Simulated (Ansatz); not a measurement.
```yaml
crystal:
  periodic: [false, false, false]
  atoms:
    - {symbol: C, position_ang: [-0.126096, 1.288286, -0.270609]}
    - {symbol: C, position_ang: [0.505157, 0.518146, 0.339617]}
    - {symbol: Si, position_ang: [0.423278, -1.629207, -0.142436]}
    - {symbol: Br, position_ang: [-1.024067, -1.741105, -1.459596]}
    - {symbol: H, position_ang: [-0.655274, 1.419480, -1.031168]}
    - {symbol: H, position_ang: [-0.265490, 2.392367, 0.203215]}
    - {symbol: H, position_ang: [0.781287, 0.447067, 1.631280]}
    - {symbol: H, position_ang: [0.266982, -2.384229, 0.951400]}
basis:
  gaussian: {orbitals: def2-TZVPP}
magnetization: {spin_polarized: true, initial_magnetization: 1}
hamiltonian: {xc: {name: HF}}
correlation: {method: mp2, frozen_orbitals: {C: 9}}
output: {forces: true}
```

```sh
$ ansatz run in.yaml --threads 4 --pin off --events-out ev --progress --plain --max-ram 10444MiB
```

Output, abridged:

```
Functional definition: HF
Error: "frozen_orbitals" has no count for Si
```

What is wrong with this run?

Frozen orbitals are typed for one element alone, and the program wants a count for each. The input was rejected before any iteration.
